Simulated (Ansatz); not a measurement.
Single points on SnH₂.

```yaml
crystal:
  periodic: [false, false, false]
  atoms:
    - {symbol: Sn, position_ang: [0.005051, -0.008505, -0.834990]}
    - {symbol: H, position_ang: [1.250706, -0.018202, 0.425304]}
    - {symbol: H, position_ang: [-1.255757, 0.026707, 0.409686]}
basis:
  gaussian: {orbitals: def2-TZVP, initial_orbitals: start.molden}
hamiltonian: {xc: {name: BHLYP}, dispersion: d4}
scf: {omitted_lower_state_checks: [starts]}
output: {orbitals: {seedname: orbitals}}
```

The file start.molden holds the orbitals of an earlier run on this structure, at another level or in another basis.

```sh
$ ansatz run in.yaml --threads 4 --pin off --events-out ev --progress --plain --max-ram 3916MiB
```

Output, abridged:

```
Functional definition: BHLYP
572 factors; their error is unknown
mean field evaluation 1: about -5860.7806 eV, gradient 3.7e0 eV
mean field evaluation 2: about -5860.8102 eV, gradient 3.0e-2 eV
mean field evaluation 4: about -5860.9777 eV, gradient 2.1e-4 eV
mean field evaluation 8: about -5860.9777 eV, gradient 2.1e-5 eV
mean field -5860.97773042 eV, -215.3869588794 hartree, gradient 2.1e-5 eV, S^2 0.000000; 0 other end points of the search recorded, 0 dependent functions left out
reference -5860.97787196 eV, -215.3869640809 hartree; 12, 12 occupied and 50, 50 virtual orbitals, 572 factors
Total energy: -5861.01517827 eV, -215.3883350627 hartree
Checks for a lower state left out: starts
```

Run time 0.3 s (4 threads of Arm Neoverse V1 on a shared host).

As the first input, with `gaussian: {orbitals: def2-TZVPD, initial_orbitals: start.molden}`, `correlation: {method: ccsd_t}` and without the key `hamiltonian` (abridged; 0.65 s):

```
Functional definition: HF
mean field -5836.17332156 eV, -214.4754136669 hartree, gradient 7.3e-7 eV, S^2 0.000000; unrestricted orbitals would lower it
4 core orbitals not correlated: weight in the atoms' cores, before any rotation towards them, 1.000 or more for the frozen orbitals, at most 0.000 for the correlated occupied ones
second order -8.48774597 eV of doubles, -0.00000000 eV of singles
cycle   1  -8.43943113 eV  change    4.8e-2 eV  update   7.8e-2
cycle   2  -8.72353654 eV  change   -2.8e-1 eV  update   2.6e-2
cycle   3  -8.74770580 eV  change   -2.4e-2 eV  update   1.1e-2
cycle   4  -8.74455217 eV  change    3.2e-3 eV  update   3.2e-3
cycle   5  -8.74500083 eV  change   -4.5e-4 eV  update   8.9e-4
cycle   6  -8.74483122 eV  change    1.7e-4 eV  update   2.9e-4
cycle   7  -8.74481918 eV  change    1.2e-5 eV  update   8.0e-5
cycle   8  -8.74484154 eV  change   -2.2e-5 eV  update   2.8e-5
cycle   9  -8.74483521 eV  change    6.3e-6 eV  update   6.7e-6
perturbative correction -0.21794242 eV, -0.0080092360 hartree
Total energy: -5845.13609918 eV, -214.8047896695 hartree
Checks for a lower state left out: starts
```

First input, but with `gaussian: {orbitals: def2-TZVPD, initial_orbitals: start.molden}`, `hamiltonian: {xc: pbe0, dispersion: d4}` (abridged; 0.35 s):

```
Functional definition: PBE0
mean field -5862.91655124 eV, -215.4582092304 hartree, gradient 7.5e-6 eV, S^2 0.000000
Total energy: -5862.94003145 eV, -215.4590721121 hartree
Checks for a lower state left out: starts
```

First input, but with `hamiltonian: {xc: hse06, dispersion: d4}` (abridged; 0.4 s):

```
Functional definition: HSE06
mean field -5862.85976718 eV, -215.4561224547 hartree, gradient 2.6e-5 eV, S^2 0.000000
Total energy: -5862.88165512 eV, -215.4569268217 hartree
Checks for a lower state left out: starts
```

As the first input, with `correlation: {method: mp2}` and without the key `hamiltonian` (abridged; 0.3 s):

```
Functional definition: HF
mean field -5836.16963831 eV, -214.4752783098 hartree, gradient 1.3e-6 eV, S^2 0.000000; unrestricted orbitals would lower it
4 core orbitals not correlated: weight in the atoms' cores, before any rotation towards them, 1.000 or more for the frozen orbitals, at most 0.000 for the correlated occupied ones
second order -8.41702068 eV of doubles, -0.00000000 eV of singles
Total energy: -5844.58665899 eV, -214.7845981146 hartree
Checks for a lower state left out: starts
```

The first input with `hamiltonian: {xc: {name: r2SCAN0}, dispersion: d4}` (abridged; 0.7 s):

```
Functional definition: r2SCAN0
mean field -5864.14812566 eV, -215.5034687557 hartree, gradient 6.1e-6 eV, S^2 0.000000
Total energy: -5864.15526883 eV, -215.5037312624 hartree
Checks for a lower state left out: starts
```

First input, but with `hamiltonian: {xc: pbe0, dispersion: d4}` and without the key `scf` (abridged; 0.35 s):

```
Functional definition: PBE0
mean field evaluation 16: about -5862.9134 eV, gradient 3.9e-5 eV
mean field -5862.91343988 eV, -215.4580948902 hartree, gradient 9.0e-5 eV, S^2 0.000000; 1 other end points of the search recorded, 0 dependent functions left out
Total energy: -5862.93692048 eV, -215.4589577861 hartree
```

Geometry: r2SCAN-D4/def2-TZVP.

In the def2 sets Sn takes a core potential; there is no spin–orbit coupling. HSE06 is defined as in plane-wave codes, on full-range PBE exchange. Correlated methods freeze 4 core orbitals; core or outer-core shells of Sn are correlated, in sets that lack core-valence functions. At CCSD(T)/def2-TZVPD, MP2/def2-TZVP the restricted singlet (for correlated methods, its reference) is unstable: a solution with broken spin symmetry lies lower.
